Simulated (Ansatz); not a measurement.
**Molecular dynamics of CH3FSi2**

Input:

```yaml
crystal:
  periodic: [false, false, false]
  atoms:
    - { symbol: F, position_ang: [0.125264, -1.813653, 0.26068] }
    - { symbol: C, position_ang: [1.001862, -0.861249, 0.522423] }
    - { symbol: Si, position_ang: [0.580027, 0.84044, 1.251953] }
    - { symbol: Si, position_ang: [-1.05972, 0.807794, -0.386659] }
    - { symbol: H, position_ang: [2.064432, -1.232439, 0.402363] }
    - { symbol: H, position_ang: [-1.498637, 2.051215, -1.022489] }
    - { symbol: H, position_ang: [-1.300415, -0.258679, -1.411086] }
basis:
  gaussian: { orbitals: "6-31G" }
hamiltonian:
  xc: pbe0
  dispersion: d4
md:
  timestep: 1.0
  n_steps: 150
  ensemble: nvt_langevin
  temperature: 300.0
  initial_velocities: maxwell_boltzmann
  seed: 639577
  friction: 0.02
```

Command:

```bash
$ ansatz run input.yaml --threads 1 --pin off --max-ram 2048MiB --backend cpu --events-out ev --progress --plain --runs-dir out
```

It goes on from the last frame of an earlier run, with new velocities.

Output, in part (step lines, the closing report, with atoms numbered from 0):

```
md step     0: t =     0.00 fs  T =   257.1 K  F+E_penalty+E_count = -19540.68391066 eV  E_kin = 0.232668 eV  (25 SCF iters)
[... lines left out ...]
Total energy: -19540.69274729 eV, -718.1072133057 hartree
Atom 0 at    -0.145616    -1.508979     0.545784 Å, force    -0.313687    -0.374493    -0.440802 eV/Å
Atom 1 at     0.890838    -0.587919     0.628235 Å, force    -0.287242    -0.613259     0.436156 eV/Å
Atom 2 at     0.533655     1.086486     1.240161 Å, force     0.069223     0.706830    -0.318794 eV/Å
Atom 3 at    -1.206791     1.102668    -0.288730 Å, force    -0.531223     0.636788     0.611451 eV/Å
Atom 4 at     1.797575    -1.178617     0.542372 Å, force     0.470938     0.323506    -0.010446 eV/Å
Atom 5 at    -2.095750     2.331087    -0.611790 Å, force     0.520359    -0.323599     0.168186 eV/Å
Atom 6 at    -1.217230     0.280593    -1.516124 Å, force     0.071632    -0.355772    -0.445751 eV/Å
Dipole moment:     0.079627    -0.082947    -0.182982 e Å
```

The steps, from the saved trajectory:

| time (fs) | T (K) | potential energy less start (eV) |
| --- | --- | --- |
| 0.0 | 257 | 0.000 |
| 5.0 | 273 | -0.041 |
| 10.0 | 259 | -0.075 |
| 15.0 | 372 | 0.001 |
| 20.0 | 275 | 0.007 |
| 25.0 | 381 | -0.068 |
| 30.0 | 207 | -0.014 |
| 35.0 | 172 | -0.004 |
| 40.0 | 165 | -0.040 |
| 45.0 | 183 | -0.062 |
| 50.0 | 181 | -0.113 |
| 55.0 | 234 | -0.113 |
| 60.0 | 183 | -0.057 |
| 65.0 | 233 | -0.082 |
| 70.0 | 240 | -0.036 |
| 75.0 | 289 | -0.057 |
| 80.0 | 142 | -0.010 |
| 85.0 | 191 | -0.045 |
| 90.0 | 194 | -0.064 |
| 95.0 | 147 | -0.028 |
| 100.0 | 192 | -0.036 |
| 105.0 | 288 | -0.005 |
| 110.0 | 396 | -0.092 |
| 115.0 | 176 | 0.097 |
| 120.0 | 278 | 0.073 |
| 125.0 | 432 | 0.091 |
| 130.0 | 301 | 0.174 |
| 135.0 | 480 | 0.037 |
| 140.0 | 418 | 0.088 |
| 145.0 | 290 | 0.117 |
| 150.0 | 359 | -0.009 |

The run went to its last step. A run of 0.15 ps of so small a system gives no equilibrium averages. Limits of this set-up: no polarisation functions.

The same pairs are bonded in the first frame and the last. Pairs count as bonded within 1.25 times the sum of covalent radii (0.12 Å more for H–H).

Last frame:

```xyz
7
Properties=species:S:1:pos:R:3
F -0.146 -1.509 0.546
C 0.891 -0.588 0.628
Si 0.534 1.087 1.240
Si -1.207 1.103 -0.289
H 1.798 -1.179 0.542
H -2.096 2.331 -0.612
H -1.217 0.281 -1.516
```

Run time: 4.3 min on 1 thread of Arm Neoverse V2 (shared host), peak memory 0.11 GiB.
